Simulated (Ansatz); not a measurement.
Gas-phase reaction R1 → 2 P1, each structure at its B3LYP-D3(BJ)/def2-TZVP stationary point, reached from a drawn start (curvature not checked).
R1: H2 (SMILES [H][H]), charge 0, multiplicity 1.
P1: H atom, charge 0, multiplicity 2.

P less R. No zero-point or thermal terms.

CBS(a, b) extrapolates the correlation energy as X⁻³ and adds the Hartree–Fock energy of set b.

Codes used: Ansatz (Gaussian basis) for Hartree–Fock, density functionals and correlated methods. Each number belongs to the level named beside it.

| level | reaction energy (kcal/mol) |
|---|---|
| HF/cc-pVDZ | 81.69 |
| SVWN5/def2-TZVPP | 113.12 |
| r2SCAN/def2-TZVPP | 107.58 |
| B97M-V/def2-TZVPP | 107.88 |
| MP2/cc-pVDZ | 98.26 |
| MP2/CBS(cc-pVTZ, cc-pVQZ) | 105.23 |
| SCS-MP2/cc-pVDZ | (withheld) |
| CCSD/cc-pVTZ | (withheld) |
| CCSD(T)/CBS(cc-pVTZ, cc-pVQZ) | (withheld) |

Some entries are withheld; supply them.


- SCS-MP2/cc-pVDZ, reaction energy (kcal/mol): 101.57
- CCSD/cc-pVTZ, reaction energy (kcal/mol): 108.38
- CCSD(T)/CBS(cc-pVTZ, cc-pVQZ), reaction energy (kcal/mol): 109.57

Ansatz is a quantum-chemistry and plane-wave program.
